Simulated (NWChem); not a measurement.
System: BI$_{2}$Cl; SMILES ClB(I)I

Input file for NWChem:

```
start job
memory heap 200 mb stack 900 mb global 1100 mb
geometry units angstroms noautoz
  B      0.000000     0.000000     0.644727
  Cl     0.000000     0.000000     2.383051
  I     -1.840748     0.000000    -0.414479
  I      1.840748     0.000000    -0.414479
end
basis spherical
  * library def2-svp
end
ecp
  I library def2-ecp
end
dft
  xc b3lyp
  iterations 150
  vectors input atomic output neutral.movecs
end
task dft energy
charge 1
dft
  odft
  mult 2
  vectors input atomic output cation.movecs
end
task dft energy
```

Excerpt of the output:

```
             Northwest Computational Chemistry Package (NWChem) 7.3.0
             --------------------------------------------------------

 C2V symmetry detected

                             Geometry "geometry" -> ""
                             -------------------------

 Output coordinates in angstroms (scale by  1.889725989 to convert to a.u.)

  No.       Tag          Charge          X              Y              Z
 ---- ---------------- ---------- -------------- -------------- --------------
    1 B                    5.0000     0.00000000     0.00000000     0.64628381
    2 Cl                  17.0000     0.00000000     0.00000000     2.38460781
    3 I                   53.0000    -1.84074800     0.00000000    -0.41292219
    4 I                   53.0000     1.84074800     0.00000000    -0.41292219

 Effective nuclear repulsion energy (a.u.)     846.4529310053

      Symmetry information
      --------------------

 Group name             C2v
 Group number             16
 Group order               4
 No. of unique centers     3

                                 NWChem DFT Module
                                 -----------------

 Summary of "ao basis" -> "ao basis" (spherical)
 ------------------------------------------------------------------------------
       Tag                 Description            Shells   Functions and Types
 ---------------- ------------------------------  ------  ---------------------
 B                          def2-svp                 6       14   3s2p1d
 Cl                         def2-svp                 8       18   4s3p1d
 I                          def2-svp                10       26   4s4p2d

      Symmetry analysis of basis
      --------------------------

        a1         34
        a2         10
        b1         25
        b2         15

            General Information
            -------------------
          SCF calculation type: DFT
          Wavefunction type:  closed shell.
          No. of atoms     :     4
          No. of electrons :    72
           Alpha electrons :    36
            Beta electrons :    36
          Charge           :     0
          Spin multiplicity:     1
          Use of symmetry is: on ; symmetry adaption is: on
          Maximum number of iterations: 150
          AO basis - number of functions:    84
                     number of shells:    34
          Convergence on energy requested:  1.00D-06
          Convergence on density requested:  1.00D-05
          Convergence on gradient requested:  5.00D-04

              XC Information
              --------------
                         B3LYP Method XC Potential
                     Hartree-Fock (Exact) Exchange  0.200
                        Slater Exchange Functional  0.800 local
                    Becke 1988 Exchange Functional  0.720 non-local
              Lee-Yang-Parr Correlation Functional  0.810
                  VWN I RPA Correlation Functional  0.190 local

             Grid Information
             ----------------
          Grid used for XC integration:  medium
          Radial quadrature: Mura-Knowles
          Angular quadrature: Lebedev.
          Tag              B.-S. Rad. Rad. Pts. Rad. Cut. Ang. Pts.
          ---              ---------- --------- --------- ---------
          B                   0.85       49           8.0       434
          Cl                  1.00       88          10.0       590
          I                   1.40      123          11.0       590
          Grid pruning is: on
          Number of quadrature shells:   260
          Spatial weights used:  Erf1

      Superposition of Atomic Density Guess
      -------------------------------------

 Sum of atomic energies:       -1178.08175362

      Non-variational initial energy
      ------------------------------

 Total energy =   -1078.063597
 1-e energy   =   -2325.907064
 2-e energy   =     935.520934
 HOMO         =      -0.318681
 LUMO         =       0.019032

      Symmetry analysis of molecular orbitals - initial
      -------------------------------------------------

  Numbering of irreducible representations:

     1 a1          2 a2          3 b1          4 b2

  Orbital symmetries:

     1 a1          2 a1          3 a1          4 b1          5 b2
     6 a1          7 b1          8 a1          9 a1         10 b1
    11 a1         12 b2         13 b1         14 a2         15 a1
    16 b1         17 a1         18 b2         19 a2         20 b1
    21 a1         22 b2         23 a2         24 b1         25 a1
    26 a1         27 b1         28 a1         29 b1         30 a1
    31 b2         32 b2         33 b1         34 a1         35 a2
    36 b1         37 b2         38 a1         39 b1         40 a1
    41 a1         42 b1         43 a1         44 b2         45 b1
    46 a1

   convergence    iter        energy       DeltaE   RMS-Dens  Diis-err
 ---------------- ----- ----------------- --------- --------- ---------
 d= 0,ls=0.0,diis     1  -1080.4771910270 -1.39D+03  2.10D-02  6.26D-01
 d= 0,ls=0.0,diis     2  -1080.2294032517  2.48D-01  1.44D-02  2.32D+00
 d= 0,ls=0.0,diis     3  -1080.5762672221 -3.47D-01  2.01D-03  9.87D-03
 d= 0,ls=0.0,diis     4  -1080.5777561201 -1.49D-03  7.66D-04  2.26D-03
 d= 0,ls=0.0,diis     5  -1080.5780905136 -3.34D-04  1.66D-04  1.19D-04
  Resetting Diis
 d= 0,ls=0.0,diis     6  -1080.5781047901 -1.43D-05  4.90D-05  1.15D-05
 d= 0,ls=0.0,diis     7  -1080.5781066572 -1.87D-06  6.75D-06  8.41D-08
 d= 0,ls=0.0,diis     8  -1080.5781066606 -3.43D-09  3.90D-06  6.35D-08

         Total DFT energy =    -1080.578106660607
      One electron energy =    -2327.187782043838
           Coulomb energy =     1011.288829258155
    Exchange-Corr. energy =      -77.001686606108
 Nuclear repulsion energy =      312.322532731184

 Numeric. integr. density =       72.000013891030

                  Occupations of the irreducible representations
                  ----------------------------------------------

                     irrep           alpha         beta
                     --------     --------     --------
                     a1               15.0         15.0
                     a2                4.0          4.0
                     b1               11.0         11.0
                     b2                6.0          6.0

                       DFT Final Molecular Orbital Analysis
                       ------------------------------------

 Vector   34  Occ=2.000000D+00  E=-2.911497D-01  Symmetry=a1
              MO Center=  1.0D-15, -4.6D-16, -3.3D-01, r^2= 5.2D+00
   Bfn.  Coefficient  Atom+Function         Bfn.  Coefficient  Atom+Function
  ----- ------------  ---------------      ----- ------------  ---------------
    45      0.404649  3 I  pz                71      0.404649  4 I  pz
    48      0.343439  3 I  pz                74      0.343439  4 I  pz
    42     -0.163212  3 I  pz                68     -0.163212  4 I  pz
    27      0.146491  2 Cl pz                39     -0.132196  3 I  pz
    65     -0.132196  4 I  pz                43     -0.125885  3 I  px

 Vector   35  Occ=2.000000D+00  E=-2.803867D-01  Symmetry=a2
              MO Center= -6.2D-14, -7.6D-16, -3.9D-01, r^2= 5.3D+00
   Bfn.  Coefficient  Atom+Function         Bfn.  Coefficient  Atom+Function
  ----- ------------  ---------------      ----- ------------  ---------------
    44      0.442972  3 I  py                70     -0.442972  4 I  py
    47      0.392351  3 I  py                73     -0.392351  4 I  py
    41     -0.178965  3 I  py                67      0.178965  4 I  py
    38     -0.144906  3 I  py                64      0.144906  4 I  py
    10     -0.027200  1 B  d -2

 Vector   36  Occ=2.000000D+00  E=-2.644249D-01  Symmetry=b1
              MO Center= -1.6D-14,  7.5D-16, -2.9D-01, r^2= 5.7D+00
   Bfn.  Coefficient  Atom+Function         Bfn.  Coefficient  Atom+Function
  ----- ------------  ---------------      ----- ------------  ---------------
    45      0.356275  3 I  pz                71     -0.356275  4 I  pz
    48      0.313365  3 I  pz                74     -0.313365  4 I  pz
    43     -0.276655  3 I  px                69     -0.276655  4 I  px
    46     -0.241513  3 I  px                72     -0.241513  4 I  px
    42     -0.143245  3 I  pz                68      0.143245  4 I  pz

 Vector   37  Occ=0.000000D+00  E=-8.126434D-02  Symmetry=b2
              MO Center=  2.2D-14, -4.2D-15,  5.6D-01, r^2= 3.5D+00
   Bfn.  Coefficient  Atom+Function         Bfn.  Coefficient  Atom+Function
  ----- ------------  ---------------      ----- ------------  ---------------
     5      0.600992  1 B  py                 8     -0.556724  1 B  py
    26      0.350847  2 Cl py                47      0.312282  3 I  py
    73      0.312282  4 I  py                44      0.188189  3 I  py
    70      0.188189  4 I  py                23      0.175071  2 Cl py
    20      0.101787  2 Cl py                41     -0.078667  3 I  py

 Vector   38  Occ=0.000000D+00  E=-2.113117D-02  Symmetry=a1
              MO Center=  4.2D-15, -7.0D-16, -1.6D-01, r^2= 5.7D+00
   Bfn.  Coefficient  Atom+Function         Bfn.  Coefficient  Atom+Function
  ----- ------------  ---------------      ----- ------------  ---------------
     3      1.295450  1 B  s                 46     -0.740480  3 I  px
    72      0.740480  4 I  px                 2      0.631485  1 B  s
    36     -0.585276  3 I  s                 62     -0.585276  4 I  s
     9     -0.502321  1 B  pz                48     -0.295190  3 I  pz
    74     -0.295190  4 I  pz                 6      0.221653  1 B  pz

 Vector   39  Occ=0.000000D+00  E= 4.142690D-02  Symmetry=b1
              MO Center=  3.1D-14, -6.9D-17,  2.8D-02, r^2= 5.6D+00
   Bfn.  Coefficient  Atom+Function         Bfn.  Coefficient  Atom+Function
  ----- ------------  ---------------      ----- ------------  ---------------
     7      1.182376  1 B  px                36      0.709242  3 I  s
    62     -0.709242  4 I  s                  4     -0.668135  1 B  px
    46      0.643686  3 I  px                72      0.643686  4 I  px
    48      0.577480  3 I  pz                74     -0.577480  4 I  pz
    25     -0.338503  2 Cl px                35      0.174175  3 I  s

     Multipole analysis of the density
     ---------------------------------

     L   x y z        total         alpha         beta         nuclear
     -   - - -        -----         -----         ----         -------
     0   0 0 0     -0.000000    -36.000000    -36.000000     72.000000

     1   1 0 0     -0.000000     -0.000000     -0.000000      0.000000
     1   0 1 0     -0.000000     -0.000000     -0.000000      0.000000
     1   0 0 1      0.011372    -21.842988    -21.842988     43.697348

     2   2 0 0    -51.433383   -328.217371   -328.217371    605.001359
     2   1 1 0     -0.000000     -0.000000     -0.000000      0.000000
     2   1 0 1      0.000000      0.000000      0.000000      0.000000
     2   0 2 0    -52.807321    -26.403660    -26.403660      0.000000
     2   0 1 1     -0.000000     -0.000000     -0.000000      0.000000
     2   0 0 2    -52.436337   -217.773050   -217.773050    383.109763

                                 NWChem DFT Module
                                 -----------------

      Symmetry analysis of basis
      --------------------------

        a1         34
        a2         10
        b1         25
        b2         15

            General Information
            -------------------
          SCF calculation type: DFT
          Wavefunction type:  spin polarized.
          No. of atoms     :     4
          No. of electrons :    71
           Alpha electrons :    36
            Beta electrons :    35
          Charge           :     1
          Spin multiplicity:     2
          Use of symmetry is: on ; symmetry adaption is: on
          Maximum number of iterations: 150
          AO basis - number of functions:    84
                     number of shells:    34
          Convergence on energy requested:  1.00D-06
          Convergence on density requested:  1.00D-05
          Convergence on gradient requested:  5.00D-04

              XC Information
              --------------
                         B3LYP Method XC Potential
                     Hartree-Fock (Exact) Exchange  0.200
                        Slater Exchange Functional  0.800 local
                    Becke 1988 Exchange Functional  0.720 non-local
              Lee-Yang-Parr Correlation Functional  0.810
                  VWN I RPA Correlation Functional  0.190 local

             Grid Information
             ----------------
          Grid used for XC integration:  medium
          Radial quadrature: Mura-Knowles
          Angular quadrature: Lebedev.
          Tag              B.-S. Rad. Rad. Pts. Rad. Cut. Ang. Pts.
          ---              ---------- --------- --------- ---------
          B                   0.85       49           8.0       434
          Cl                  1.00       88          10.0       590
          I                   1.40      123          11.0       590
          Grid pruning is: on
          Number of quadrature shells:   260
          Spatial weights used:  Erf1

      Superposition of Atomic Density Guess
      -------------------------------------

 Sum of atomic energies:       -1178.08175362

 Renormalizing density from      72.00 to     71

      Non-variational initial energy
      ------------------------------

 Total energy =   -1071.565562
 1-e energy   =   -2293.602799
 2-e energy   =     909.714705
 HOMO         =      -0.570882
 LUMO         =      -0.232114

   Symmetry analysis of molecular orbitals - initial alpha
   -------------------------------------------------------

  Numbering of irreducible representations:

     1 a1          2 a2          3 b1          4 b2

  Orbital symmetries:

     1 a1          2 a1          3 a1          4 b1          5 b2
     6 a1          7 b1          8 a1          9 a1         10 b1
    11 a1         12 b1         13 b2         14 a2         15 a1
    16 b1         17 a1         18 b2         19 b1         20 a2
    21 a1         22 b2         23 a2         24 b1         25 a1
    26 a1         27 b1         28 a1         29 b1         30 a1
    31 b2         32 b1         33 b2         34 a1         35 a2
    36 b1         37 b2         38 a1         39 b1         40 a1
    41 a1         42 a1         43 b1         44 b2         45 a1
    46 b1

   Symmetry analysis of molecular orbitals - initial beta
   ------------------------------------------------------

  Numbering of irreducible representations:

     1 a1          2 a2          3 b1          4 b2

  Orbital symmetries:

     1 a1          2 a1          3 a1          4 b1          5 b2
     6 a1          7 b1          8 a1          9 a1         10 b1
    11 a1         12 b1         13 b2         14 a2         15 a1
    16 b1         17 a1         18 b2         19 b1         20 a2
    21 a1         22 b2         23 a2         24 b1         25 a1
    26 a1         27 b1         28 a1         29 b1         30 a1
    31 b2         32 b1         33 b2         34 a1         35 a2
    36 b1         37 b2         38 a1         39 b1         40 a1
    41 a1         42 a1         43 b1         44 b2         45 a1
    46 b1

[...]
```

Level: B3LYP/def2-SVP with def2 effective core potentials on I, vertical spin-unrestricted ions. The geometry was optimised at PBE0/def2-SVP. def2 effective core potentials on I; no spin-orbit coupling.
